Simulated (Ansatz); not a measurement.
The same path of BH3O2Si (7 atoms, charge 0, multiplicity 1) was run twice with different band settings. The coordinate that changes most is the dihedral O3–Si2–O4–H7.

Theory: RKS PBE0/def2-SVP (Ansatz).

Relaxed end points:

```xyz
7
Properties=species:S:1:pos:R:3
B -0.909 1.066 -0.023
Si 0.534 -0.261 0.332
O 1.556 -0.186 1.471
O 0.433 -1.442 -0.806
H -0.702 2.028 -0.719
H -1.990 0.954 0.499
H 1.078 -2.159 -0.755
```

```xyz
7
Properties=species:S:1:pos:R:3
B -0.828 0.933 -0.054
Si 0.665 -0.283 0.454
O 1.527 0.066 1.668
O 0.888 -1.614 -0.480
H -0.637 1.867 -0.792
H -1.922 0.802 0.436
H 0.307 -1.770 -1.232
```

Common settings: movable images 5; climbing image yes; spring 5.0 eV/Å²; start path through a guess of the saddle point; force threshold 0.05 eV/Å; iteration limit 60; end points relaxed.

| run | optimiser |
| --- | --- |
| 1 | quadratic models (default) |
| 2 | lbfgs |

What does each run give, and how far can it be trusted?

Run 1: converged after 9 iterations, highest image 0.277 eV above the first end. A vibrational analysis at the climbing image gives one clearly imaginary mode, 376i cm⁻¹: a first-order saddle point.
Run 2: converged after 31 iterations, highest image 0.278 eV above the first end. Another band between the same ends (5 images) ends at a top of the same energy, where a vibrational analysis finds 1 clearly imaginary mode.
